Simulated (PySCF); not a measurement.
# Cadmium: a sound run and one with changed settings

Sound run: Cd [Kr] 4d10 5s2, Cd⁺ [Kr] 4d10 5s1. Calculation: PySCF 2.14, in cc-pVDZ-PP with ECP28MDF; a scalar-relativistic core potential. In the sound run the correlated levels freeze 4s2 4p6 outside the core potential. The sound run starts from symmetry-adapted Hartree-Fock orbitals and uses a fine grid where one is needed.

A second run was set up differently.

```tsv
species	method	sound run (hartree)	changed run (hartree)	converged
Cd	MP2	-167.17238	-166.85745	yes
Cd	CCSD(T)	-167.16637	-166.86754	yes
```

Ionisation energy of Cd:

```json
{"method": "UHF", "sound run (eV)": "7.435", "changed run (eV)": "7.435"}
{"method": "MP2", "sound run (eV)": "8.609", "changed run (eV)": "7.971"}
{"method": "SCS-MP2", "sound run (eV)": "8.607", "changed run (eV)": "8.079"}
{"method": "CCSD", "sound run (eV)": "8.622", "changed run (eV)": "8.246"}
{"method": "CCSD(T)", "sound run (eV)": "8.701", "changed run (eV)": "8.246"}
{"method": "CCSDT", "sound run (eV)": "n/a", "changed run (eV)": "8.246"}
{"method": "FCI", "sound run (eV)": "n/a", "changed run (eV)": "8.246"}
```

Problem. What was changed?
A. minimal basis
B. level shift left on
C. a valence shell is frozen
D. all electrons correlated in a valence basis

Solution. C. Freezing a valence shell removes pair correlation that changes on ionisation.
